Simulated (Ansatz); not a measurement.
CH6O3Si can be A, `O[SiH2]C(O)O`, or B, `C[Si](O)(O)O`.

Computed with Ansatz on PBE0-D4/def2-TZVP structures; ΔE is electronic, products minus reactants. CCSD(T)/CBS is the MP2 limit (def2-TZVPP, def2-QZVPP) plus CCSD(T) − MP2 in def2-TZVPP, frozen cores. DFT in def2-TZVPP. B3LYP here is the variant with VWN-RPA as its local correlation; programs differ in this. Each species was taken in one conformer, which may not be the lowest.

Problem. Which is lower in electronic energy at CCSD(T)/CBS, and by how much? (Estimate.)

Solution. The calculation gave: B, by 97.4 kcal/mol.

Problem. Give E(B) − E(A) in kcal/mol with B2PLYP, CCSD/def2-TZVPP, PBE-D4, PBE0-D4, r2SCAN-D4, B3LYP-D4, B3LYP. (An estimate is asked.)

Solution. Computed: B2PLYP -96.3, CCSD/def2-TZVPP -96.8, PBE-D4 -89.5, PBE0-D4 -93.1, r2SCAN-D4 -96.4, B3LYP-D4 -94.3, B3LYP -94.0. None reverses the order clearly.

Largest T1 diagnostic: 0.012.

From PBE to PBE0 (25 % exact exchange), in def2-TZVPP and without D4, E(B) − E(A) moves by −3.7 kcal/mol.
